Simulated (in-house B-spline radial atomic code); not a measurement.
Au⁺. Computed with a B-spline radial atomic code. Model: non-relativistic spherical atom: semilocal Troullier-Martins pseudo-atom, one channel per l, against all electrons, high spin, G0W0 and RPA with empty states to l = 8, local potential for every l without a channel, a model core (radius 0 = none) keeps its share of the functional.

The core holds an angular momentum without a channel of its own, so the local potential lets valence electrons into it.

Without relativity these are model numbers for so heavy an element.

What the tables leave out is listed at the end.

The pseudopotential gives back the lowest level of each angular momentum of its own functional in the configuration it was made in; a second state of the same l is only approximately right. Exact exchange, RPA and GW see the smooth pseudo-orbitals and miss the exchange with the core, for which the functional's share stands in. The column with an uncorrelated core keeps all orbitals and exact exchange, and so separates missing core correlation from pseudisation. Only the three outermost levels and the lowest empty one were computed. RPA here is direct RPA, with no exchange kernel, and its energies carry an (l + 1/2)⁻⁴ tail. A hybrid on a potential with a model core restores only its own semilocal share of the core's exchange.

Command:
```bash
python run_psgw.py task.json out
```
Settings (lengths in bohr, energies in hartree):
```
Z                      79
electrons              78
configuration          [Xe] 4f14 5d10
generated_in           [Xe] 4f14 5d10 6s1
functional             lda,vwn
core_shells            10
radius_factor          1.15
core_correction        True
```

Run time, properties included: 17 s on 1 thread of Intel(R) Xeon(R) 6975P-C (Granite Rapids), with other jobs on the host.

Given: made with LDA VWN5; model core radius 0.766 bohr; local radius 1.125 bohr; mean-field start PBE0.

Valence shells of the generating configuration: 5s, 5p, 5d, 6s.

Channel: s 1.077, p 1.145, d 1.397 (radii in bohr).

Computed: largest level miss in the spin-unpolarised generating configuration 0.08 eV; valence RPA correlation energy all-electron orbitals -0.99289 hartree; all-electron RPA polarisability, core included 9.6023 bohr³; pseudo-atom RPA polarisability 9.6871 bohr³.

| level | occupied | mean-field all-electron (eV) | mean-field pseudo minus all (eV) | G0W0 all-electron (eV) | G0W0 uncorrelated core minus all (eV) | G0W0 pseudo minus all (eV) | exchange self-energy all-electron (eV) | exchange self-energy pseudo (eV) |
| --- | --- | --- | --- | --- | --- | --- | --- | --- |
| 5d | 1 | -17.552 | -0.064 | -21.845 | 0.128 | -0.093 | -33.275 | -28.315 |
| 6s (empty) | 0 | -9.385 | -0.053 | -7.3103 | 0.064 | -0.052 | -3.3995 | -2.516 |

Task: What is the valence RPA correlation energy pseudo?

Result: -1.135 hartree.

Among the listed levels the largest G0W0 shift of the pseudo-atom is -0.09 eV, for 5d on the PBE0 start, while leaving the core uncorrelated moves that level by +0.13 eV. The rest, -0.22 eV, comes from pseudisation and the lost core exchange. Not in the tables (levels of low weight, unsolved or above zero; the highest and the empty levels are kept at any weight): on LDA, a start not tabulated, the G0W0 levels 5d (pseudo minus all -0.11 eV, weights 0.34 and 0.49), 5p (pseudo minus all +0.86 eV, weights 0.14 and 0.07), 5s (pseudo minus all +3.21 eV, weights 0.21 and 0.04), 6s (pseudo minus all -0.15 eV, weights 0.94 and 0.94); on PBE0 the G0W0 levels 5p (pseudo minus all -2.76 eV, weights -0.10 and 0.10), 5s (pseudo minus all -40.52 eV, weights 0.02 and 0.06); no Hartree-Fock pseudo-atom is run with a model core.
